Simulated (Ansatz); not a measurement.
Start from `[Cl][SnH]([Cl])[Br]` and change one atom or group to get `[Cl][SnH2][Br]`.

Ansatz, PBE0-D4/def2-TZVP geometries, multiplicity 1. 

Elements past krypton have def2 core potentials. Scalar relativity is left out up to krypton.

| property | `[Cl][SnH]([Cl])[Br]` |
| --- | --- |
| HOMO–LUMO gap (PBE/def2-TZVPP) / eV | 4.37 |
| ideal-gas entropy at 298 K and 1 bar (rigid rotor, harmonic PBE0-D4/def2-TZVP) / J/(mol·K) | 366 |
| LUMO energy (B3LYP/def2-TZVPP) / eV | -2.69 |
| HOMO–LUMO gap (B3LYP/def2-TZVPP) / eV | 6.00 |
| size of the dipole moment (B3LYP/def2-TZVPP) / D | 1.88 |
| HOMO energy (PBE/def2-TZVPP) / eV | -7.65 |

(1) What does the change do to each property? (Best estimate.)

## Answers

(1) Computed: 
```csv
property,`[Cl][SnH2][Br]`,shift
HOMO–LUMO gap (PBE/def2-TZVPP) / eV,4.80,0.43
"ideal-gas entropy at 298 K and 1 bar (rigid rotor, harmonic PBE0-D4/def2-TZVP) / J/(mol·K)",332,-34
LUMO energy (B3LYP/def2-TZVPP) / eV,-1.87,0.82
HOMO–LUMO gap (B3LYP/def2-TZVPP) / eV,6.41,0.41
size of the dipole moment (B3LYP/def2-TZVPP) / D,2.40,0.52
HOMO energy (PBE/def2-TZVPP) / eV,-7.27,0.38
```

With PBE0 the HOMO rises by 0.43 eV and the LUMO rises by 0.82 eV, so the gap widens by about 0.39 eV. PBE moves the HOMO by 0.38 eV and ωB97M-V by 0.44 eV. Dipoles are sizes alone; their direction can turn.

B3LYP here is the variant with VWN-RPA as its local correlation; programs differ in this.

Spin–orbit coupling is left out; it splits and shifts lone-pair levels of the heavy atoms by tenths of an eV.
